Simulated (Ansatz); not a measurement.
Problem. Name a neutral molecule of Ge, Si and H with LUMO energy (PBE/def2-TZVPP) between -1.35 and -1.05 eV and size of the dipole moment (PBE/def2-TZVPP) between 0.00 and 0.30 D (Ansatz, PBE0-D4/def2-TZVP geometry).

Solution. `[GeH3][SiH2][SiH2][SiH2][GeH2][GeH3]` (-1.32 eV, 0.14 D); `[SiH3][SiH2][SiH2][GeH3]` (-1.14 eV, 0.16 D); `[SiH3][SiH2][SiH2][SiH2][GeH3]` (-1.23 eV, 0.14 D); `[SiH3][SiH2][GeH2][SiH2][SiH3]` (-1.16 eV, 0.06 D); `[SiH3][SiH2][SiH2][SiH2][GeH2][SiH3]` (-1.34 eV, 0.09 D); `[GeH3][SiH2][SiH2][SiH2][GeH3]` (-1.20 eV, 0.17 D). Other molecules can fit too; these were computed, each in one conformer that needn't be the lowest.
